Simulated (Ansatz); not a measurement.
Reaction (formal exchange of groups at the Al–B bond): `[CH3][AlH][BH]S` + `C#N` → `[CH3][AlH][C]#N` + `BS`

Gas-phase electronic energies from Ansatz, PBE0-D4/def2-TZVP geometries. CCSD(T)/CBS adds triple-zeta CCSD(T) − MP2 to the extrapolated MP2 energy (def2 sets, frozen cores). This one scheme is used for every species. Functionals use def2-TZVPP. Each species was taken in one conformer, which may not be the lowest.

```csv
species,ωB97X-V energy (Eh)
`[CH3][AlH][BH]S`,-707.11269
`C#N`,-93.42987
`[CH3][AlH][C]#N`,-375.77483
`BS`,-424.80729
```

Q: Work out ΔE.

A: ΔE = (-375.77483) + (-424.80729) − (-707.11269) − (-93.42987) = -0.03956 Eh = -24.8 kcal/mol. CCSD(T)/CBS gives -24.4 kcal/mol.

Largest T1 diagnostic among the species: 0.015.

Leaving LDA and LC-ωPBE aside and taking each functional with its dispersion term where it has one, the values, not all of them listed here, spread over 4.8 kcal/mol, from BHLYP-D4 to PBE-D4. LDA lies +1.0 kcal/mol from PBE without D4. In def2-TZVPP, CCSD(T) changes the Hartree–Fock value by +4.1 kcal/mol (the triples alone add +0.4 kcal/mol) and MP2 by +2.4 kcal/mol.
